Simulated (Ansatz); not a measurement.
Job for Ansatz (an electronic-structure program): U-PBE0/def2-TZVPP on B3H5N3 (SMILES B1[N]BNBN1).

Ansatz 0.2 input:
```yaml
crystal:
  periodic: [false, false, false]
  atoms:
    - {symbol: B, position_ang: [1.59001592, 0.18864944, 0.00000000]}
    - {symbol: N, position_ang: [0.75670224, 1.31070236, 0.00000000]}
    - {symbol: B, position_ang: [-0.63168112, 1.47134507, 0.00000000]}
    - {symbol: N, position_ang: [-1.30456725, 0.19540198, 0.00000000]}
    - {symbol: B, position_ang: [-0.60852571, -1.05394499, 0.00000000]}
    - {symbol: N, position_ang: [0.82146124, -1.03205948, -0.00000000]}
    - {symbol: H, position_ang: [2.77933124, 0.21123309, 0.00000000]}
    - {symbol: H, position_ang: [-1.20678197, 2.51261350, -0.00000000]}
    - {symbol: H, position_ang: [-2.31268565, 0.19005776, 0.00000000]}
    - {symbol: H, position_ang: [-1.20456218, -2.08631158, 0.00000000]}
    - {symbol: H, position_ang: [1.32089325, -1.90778715, -0.00000000]}
basis:
  gaussian:
    orbitals: def2-TZVPP
hamiltonian:
  xc: {name: PBE0}
magnetization: {spin_polarized: true, initial_magnetization: 1}
```

The log:

```
WARN ansatz: RAYON_NUM_THREADS=4 ignored (pool sized by the plan → 4); use --threads N
Functional definition: PBE0
integrals: 0.17 GiB planned
1267 factors; their error is unknown
mean field: 2.08 GiB planned
mean field evaluation 1: about -6566.5659 eV, gradient 5.5e1 eV
mean field evaluation 2: about -6551.9790 eV, gradient 7.8e1 eV
mean field evaluation 4: about -6578.6865 eV, gradient 1.5e0 eV
mean field evaluation 8: about -6578.6965 eV, gradient 7.7e-2 eV
mean field evaluation 16: about -6578.7086 eV, gradient 1.5e-4 eV
mean field -6578.70860699 eV, -241.7630820979 hartree, gradient 6.3e-5 eV, S^2 0.755583; 1 other end points of the search recorded, 0 dependent functions left out
reference -6578.70864364 eV, -241.7630834448 hartree; 21, 20 occupied and 235, 236 virtual orbitals, 1267 factors
Total energy: -6578.70864364 eV, -241.7630834448 hartree
```

Self-consistency was reached.

Cost: around 7 core-seconds (rough).
